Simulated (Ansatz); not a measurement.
Reaction (cleavage of the Si–Si bond): `O[SiH2][SiH2]Cl` + `CN[SiH2]O` → `CN([SiH2]O)[SiH2]Cl` + `O[SiH3]`

Program: Ansatz. Geometries: PBE0-D4/def2-TZVP. ΔE: electronic, gas phase. CCSD(T)/CBS adds triple-zeta CCSD(T) − MP2 to the extrapolated MP2 energy (def2 sets, frozen cores). Functionals use def2-TZVPP. B3LYP here is the variant with VWN-RPA as its local correlation; programs differ in this. Each species was taken in one conformer, which may not be the lowest.

```
             level  ΔE (eV)
          B3LYP-D4    -0.74
            B2PLYP    -0.74
               PBE    -0.48
              PBE0    -0.56
SCS-MP2/def2-TZVPP    -0.88
CCSD(T)/def2-TZVPP    -0.80
     HF/def2-QZVPP    -0.82
    MP2/def2-QZVPP    -0.88
```

(1) What does CCSD(T)/CBS give? (An estimate is asked.)

Largest T1 diagnostic among the species: 0.011.

Results:

(1) Ansatz gave: -0.77 eV. The listed levels differ from it by 0.03, 0.03, 0.29, 0.21, -0.11, -0.03, -0.05, -0.11 eV.

From PBE to PBE0 (25 % exact exchange), in def2-TZVPP and without D4, ΔE moves by −0.08 eV. The D4 term adds −0.11 eV with B3LYP and −0.06 eV with PBE0; it sums over pairs of atoms, weighted by their polarisabilities, and B3LYP, whose exchange is more repulsive, gets the larger term.
